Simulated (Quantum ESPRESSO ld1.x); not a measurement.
Species: the cobalt ion Co4+. Configuration: [Ar] 3d5 (the NIST ground configuration).

Method: scalar-relativistic Kohn-Sham, LDA (Slater exchange, VWN5 correlation), spin-polarised, spherical densities, point nucleus; open shells are filled with parallel spins first; computed with ld1.x of Quantum ESPRESSO 7.5.

Energy parts (hartree):
total: -1386.7190
kinetic: 1404.1850
electron-nucleus: -3272.9621
Hartree: 537.4712
exchange-correlation: -55.4131

Orbitals (lengths in bohr, moments of r in powers of bohr):
orbital  occ.  eigenvalue (hartree)      <r>
1s up       1              -280.707  0.05629
1s down     1              -280.706  0.05628
2s up       1              -35.3239   0.2563
2s down     1              -35.2006   0.2557
2p up       3              -30.6169   0.2255
2p down     3              -30.5219   0.2249
3s up       1              -6.04333   0.7603
3s down     1              -5.80883   0.7648
3p up       3              -4.68730   0.7901
3p down     3              -4.45809   0.7973
3d up       5              -2.51665   0.8685
3d down     0              -2.29449   0.8954

The highest occupied level is 3d up at -68.481 eV. The density falls to 0.001 e/bohr^3 at r = 2.46 bohr.
